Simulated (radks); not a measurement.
Values are calculated unless marked as measured or tabulated.
Task: Radial electron density D(r) = 4 pi r^2 rho(r) of an atom or ion with 35 electrons. Level of theory: Dirac Kohn-Sham, PBE, spin-unpolarised, spherical densities, finite nucleus; Fermi nuclear charge, rms radius of each element as measured or else 0.836 A^(1/3) + 0.57 fm (a radial shooting solver on a logarithmic mesh with Libxc functionals).

```
   r/bohr * D(r) (the largest magnitude, 53.5, reaches the edge; | marks zero)
  0.00208 | *
 0.002383 | *
 0.002708 |  *
 0.003103 |   *
 0.003526 |    *
  0.00404 |     *
 0.004629 |      *
 0.005261 |        *
 0.006027 |          *
 0.006905 |             *
 0.007848 |               *
 0.008991 |                  *
   0.0103 |                      *
  0.01171 |                          *
  0.01341 |                              *
  0.01524 |                                  *
  0.01747 |                                     *
  0.02001 |                                         *
  0.02274 |                                           *
  0.02606 |                                             *
  0.02985 |                                             *
  0.03393 |                                             *
  0.03887 |                                           *
  0.04453 |                                        *
  0.05062 |                                      *
  0.05799 |                                     *
  0.06591 |                                      *
  0.07551 |                                        *
  0.08651 |                                            *
  0.09832 |                                                *
   0.1126 |                                                    *
   0.1291 |                                                      *
   0.1467 |                                                     *
    0.168 |                                                *
    0.191 |                                         *
   0.2188 |                                   *
   0.2507 |                              *
   0.2849 |                              *
   0.3264 |                                *
    0.374 |                                   *
   0.4251 |                                     *
    0.487 |                                    *
   0.5579 |                               *
   0.6341 |                        *
   0.7265 |                 *
   0.8257 |           *
    0.946 |       *
    1.084 |     *
    1.232 |     *
    1.411 |     *
    1.617 |    *
    1.838 |   *
    2.105 |  *
    2.412 | *
    2.741 |*
    3.141 |*
     3.57 *
     4.09 *
    4.686 *
    5.325 *
    6.101 *
```

What is the nuclear charge?

Result: Z = 36. The innermost maximum, from 1s, lies near gamma/Z bohr with gamma = sqrt(1 - (Z/c)^2) = 0.965, here 0.0268 bohr (found: 0.0291), and its height grows with Z. The density is that of the krypton ion Kr+ in [Ar] 3d10 4s1.5 4p5.5; the configuration itself is not fixed sharply by these data, and Z only to about a unit. D(r) has 3 maxima, at r = 0.0291, 0.130, 0.432 bohr, and minima at 0.0604, 0.274 bohr, inside which lie 2.08, 11.03 electrons.
